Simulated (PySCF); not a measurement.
**Atomic charges by several schemes**

C5H15NSSi2.
Structure used (GFN2-xTB), in Å, numbered top down from 1:
```xyz
24
C5H15NSSi2 angstrom
C      2.190    1.946   -0.269
C      2.070    0.472   -0.632
Si     0.898   -0.481    0.534
C      0.762   -2.319    0.018
C     -0.652   -2.802    0.337
N     -1.625   -1.817   -0.085
Si    -1.390   -0.197    0.416
S     -2.375    1.012   -1.072
C     -2.247    2.613   -0.225
H      2.556    2.061    0.748
H      1.223    2.440   -0.338
H      2.878    2.458   -0.939
H      1.716    0.387   -1.661
H      3.062    0.018   -0.605
H      1.420   -0.416    1.915
H      0.926   -2.413   -1.056
H      1.483   -2.968    0.511
H     -0.734   -2.992    1.418
H     -0.857   -3.744   -0.181
H     -2.536   -2.198   -0.282
H     -2.091    0.173    1.666
H     -1.206    2.912   -0.154
H     -2.685    2.542    0.766
H     -2.798    3.332   -0.822
```

Density: PBE0/pcSseg-1 (PySCF); schemes: Mulliken, IAO, Hirshfeld and ESP-fitted. One conformer (not necessarily the lowest) at the GFN2-xTB geometry, without solvent, vibrations or thermal averaging.

Question: For which atoms does the sign change between the 4 schemes (beyond +0.03 e in one, beyond −0.03 e in another)?

Answer: C5.

Question: Do the Mulliken, IAO, Hirshfeld and ESP-fitted schemes agree on where the charge is lowest?

Answer: All schemes agree: Mulliken N6 (-0.664); IAO N6 (-0.674); Hirshfeld N6 (-0.243); ESP-fitted N6 (-0.509).

Question: At which atom do the 4 schemes differ most?

Answer: At C2: from -0.559 (Mulliken) to -0.013 e (ESP-fitted), 0.546 e apart.

Question: What partial charge does each atom carry?

Answer: In e:

```
atom                   environment  Mulliken     IAO  Hirshfeld  ESP-fitted
  C1                 methyl carbon    -0.302  -0.406     -0.118      -0.220
  C2   sp3 carbon bound to silicon    -0.559  -0.514     -0.151      -0.013
 Si3                   SiH silicon    +0.464  +0.577     +0.271      +0.283
  C4   sp3 carbon bound to silicon    -0.511  -0.527     -0.162      -0.302
  C5  sp3 carbon bound to nitrogen    -0.024  -0.132     -0.024      +0.053
  N6        silicon-bound nitrogen    -0.664  -0.674     -0.243      -0.509
 Si7                   SiH silicon    +0.627  +0.658     +0.255      +0.302
  S8     sulfur bonded to C and Si    -0.309  -0.188     -0.112      -0.290
  C9               S-methyl carbon    -0.424  -0.500     -0.121      -0.250
 H10               methyl hydrogen    +0.117  +0.137     +0.038      +0.052
 H11               methyl hydrogen    +0.127  +0.131     +0.035      +0.062
 H12               methyl hydrogen    +0.120  +0.143     +0.041      +0.064
 H13            methylene hydrogen    +0.147  +0.149     +0.040      +0.018
 H14            methylene hydrogen    +0.143  +0.147     +0.041      +0.024
 H15                 Si–H hydrogen    -0.042  -0.118     -0.087      -0.108
 H16            methylene hydrogen    +0.141  +0.147     +0.038      +0.086
 H17            methylene hydrogen    +0.138  +0.148     +0.040      +0.086
 H18            methylene hydrogen    +0.113  +0.109     +0.026      +0.039
 H19            methylene hydrogen    +0.117  +0.139     +0.042      +0.057
 H20                  N–H hydrogen    +0.194  +0.261     +0.117      +0.301
 H21                 Si–H hydrogen    -0.089  -0.158     -0.098      -0.092
 H22               methyl hydrogen    +0.164  +0.148     +0.040      +0.089
 H23               methyl hydrogen    +0.152  +0.154     +0.042      +0.106
 H24               methyl hydrogen    +0.159  +0.170     +0.051      +0.160
```

Mean size of the charges over all atoms: IAO 0.268 e, Mulliken 0.244 e, ESP-fitted 0.149 e, Hirshfeld 0.093 e. Each set sums to the total charge, 0, to within 0.001 e. The IAO scheme counts the electrons in orthogonalised intrinsic atomic orbitals, a minimal basis polarised so that it spans the occupied orbitals exactly.

Question: How many electrons does the ESP-fitted scheme count on Si3?

Answer: Z − q = 14 − (+0.283) ≈ 13.716.

Question: How closely do the schemes follow one another over all atoms?

Answer: Correlation coefficient and root-mean-square difference: Mulliken with IAO 0.99, 0.056 e; IAO with Hirshfeld 0.97, 0.215 e; Mulliken with Hirshfeld 0.96, 0.197 e; Hirshfeld with ESP-fitted 0.91, 0.099 e; IAO with ESP-fitted 0.89, 0.179 e; Mulliken with ESP-fitted 0.89, 0.162 e.

The run behind these numbers computed NMR shieldings as well. The run took 3.2 min (grids of density and orbitals included) on Intel Xeon at 2.50 GHz, one thread (shared host), and the process peaked at 1.1 GiB of memory.
